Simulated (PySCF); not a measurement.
Start geometry of `C[C@@H]1[C@H]([SiH3])[P@@]1(=O)C(F)(F)F` from GFN2-xTB (Å):
```
atom  x, y, z in Å
C1    -1.9033   -0.8628    0.1306
C2    -0.4916   -0.7108    0.5514
C3     0.1709    0.7106    0.5012
Si4   -0.7417    2.2265   -0.0983
P5     0.7562   -0.4595   -0.7421
O6     0.5626   -0.3791   -2.1830
C7     2.4144   -1.1947   -0.1969
F8     2.5272   -1.2915    1.1253
F9     3.4139   -0.4249   -0.6001
F10    2.5725   -2.4133   -0.6993
H11   -2.0662   -0.4425   -0.8695
H12   -2.5707   -0.2932    0.8150
H13   -2.2513   -1.8736    0.1128
H14   -0.2500   -1.2807    1.4442
H15    0.8413    0.8847    1.3547
H16   -1.3206    2.0206   -1.4224
H17   -1.8522    2.4510    0.8709
H18    0.1610    3.3454   -0.0802
```

Q: What comes out of this run: PBE0-D3(BJ)/def2-SVP geometry optimisation, gas phase in PySCF?

A: 
```
atom  x, y, z in Å
C1    -1.6210   -0.3955    0.1853
C2    -0.1748   -0.3119    0.6056
C3     0.5681    1.0776    0.6188
Si4   -0.2780    2.6804    0.1037
P5     1.1011   -0.0846   -0.6255
O6     0.9645    0.0340   -2.1037
C7     2.6633   -0.9177   -0.0071
F8     2.6850   -0.9460    1.3300
F9     3.7428   -0.2676   -0.4257
F10    2.7281   -2.1692   -0.4480
H11   -1.7993    0.1241   -0.7676
H12   -2.2783    0.0471    0.9504
H13   -1.9172   -1.4452    0.0465
H14    0.0895   -0.9453    1.4614
H15    1.2410    1.2185    1.4747
H16   -0.9689    2.5305   -1.2069
H17   -1.2748    3.0765    1.1444
H18    0.7742    3.7323    0.0014
```

The energy falls by 4.5 kcal/mol over 12 energy and gradient evaluations, the largest force component goes from 0.0605 to 4.5e-04 Eh/bohr, and the atoms move by 0.119 Å rms after alignment. The bond that changes most is Si4–H18 (SiH3 silicon to Si–H hydrogen), which lengthens by 0.054 Å. Bonds longer at the end by more than 0.005 Å: 9 of 18; shorter: 4. Among the angles that change most is P5–C2–H14, from 120.4° to 116.0°. Rotational constants go from 1603, 634.7, 600.4 to 1568, 639.8, 605.8 MHz. The orientation of the end geometry is arbitrary; only internal coordinates are fixed.

The run used 188 basis functions and 80 SCF cycles in all.

PBE0-D3(BJ)/def2-SVP frequencies: not computed here.
